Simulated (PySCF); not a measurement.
Geometry:
```
atom   x (Å)   y (Å)   z (Å)
  F1  -1.539  -1.614   1.361
  C2  -0.770  -0.748   0.608
  C3   0.693  -1.168   0.627
  C4   1.571  -0.002   0.148
  C5   0.858   0.884  -0.886
  C6  -0.646   0.922  -0.619
  C7  -0.933   0.750   0.884
  C8  -1.224  -0.489  -0.829
  H9   0.814  -2.043  -0.016
 H10   0.975  -1.459   1.641
 H11   2.502  -0.387  -0.269
 H12   1.840   0.611   1.010
 H13   1.276   1.892  -0.842
 H14   1.024   0.503  -1.895
 H15  -1.133   1.747  -1.138
 H16  -1.962   0.994   1.135
 H17  -0.261   1.214   1.600
 H18  -2.308  -0.491  -0.919
 H19  -0.784  -1.106  -1.609
```

Geometry: GFN2-xTB; GIAO absolute shieldings from PySCF 2.14.0 with density-fitted response routines, gas phase, non-relativistic, averaged over equivalent atoms.

At LC-wPBE/pcSseg-0 (94 basis functions, 23 s wall time on 1 thread of an Intel Xeon, shared host):
```tsv
atoms	σ (ppm)
F1	365.6
C2	108.2
C7/C8	159.2
C3	164.9
C5	173.2
C6	180.1
C4	184.1
H16/H18	30.98
H9/H10	31.37
H15	31.47
H17/H19	31.53
H11/H12	31.60
H13/H14	31.84
```

Predict the values at PBE0/pcSseg-1 on the same geometry.

Answers


| atoms | σ at PBE0/pcSseg-1 | change |
| --- | --- | --- |
| F1 | 319.2 | -46.4 |
| C2 | 92.3 | -15.9 |
| C7/C8 | 145.7 | -13.5 |
| C3 | 149.2 | -15.7 |
| C5 | 155.2 | -18.0 |
| C6 | 161.0 | -19.1 |
| C4 | 166.0 | -18.1 |
| H16/H18 | 29.52 | -1.46 |
| H9/H10 | 29.70 | -1.67 |
| H15 | 29.61 | -1.86 |
| H17/H19 | 30.06 | -1.47 |
| H11/H12 | 29.86 | -1.74 |
| H13/H14 | 30.13 | -1.71 |

The largest change is at F1 (fluorine on an sp3 carbon). Cost: 191 basis functions, 25 s wall time on 1 thread of an Arm Neoverse V2, shared host. The order of the carbon signals is the same at both levels.

The carbons averaged at δ 41.9 differ by 12 ppm in this conformer.
